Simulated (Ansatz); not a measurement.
Two isomers of C2H6GeO2: A = `O=C(O)[CH2][GeH3]`, B = `[GeH3][O]C1CO1`.

Gas-phase electronic energies from Ansatz, PBE0-D4/def2-TZVP geometries. CCSD(T)/CBS adds triple-zeta CCSD(T) − MP2 to the extrapolated MP2 energy (def2 sets, frozen cores). Functionals use def2-TZVPP. B3LYP here is the variant with VWN-RPA as its local correlation; programs differ in this. For Ge outer-core shells are correlated without core-valence functions, which leaves a few kJ/mol of doubt a bond. Scalar relativity is left out up to krypton. One conformer a species, not always the lowest.

**Question.** Which is lower in electronic energy at CCSD(T)/CBS, and by how much? (Estimate.)

**Answer.** Computed: A, by 162.9 kJ/mol.

**Question.** Give E(B) − E(A) in kJ/mol with r2SCAN-D4, B3LYP-D4, CCSD/def2-TZVPP, ωB97M-V, B2PLYP, MP2/def2-TZVPP, HF/def2-TZVPP. (Best estimate.)

**Answer.** The calculation gave: r2SCAN-D4 163.8, B3LYP-D4 166.4, CCSD/def2-TZVPP 160.5, ωB97M-V 161.9, B2PLYP 165.0, MP2/def2-TZVPP 162.5, HF/def2-TZVPP 166.4. None reverses the order clearly.

Largest T1 diagnostic: 0.014.

In def2-TZVPP, CCSD(T) changes the Hartree–Fock value by −4.8 kJ/mol (the triples alone add +1.2 kJ/mol) and MP2 by −4.0 kJ/mol.
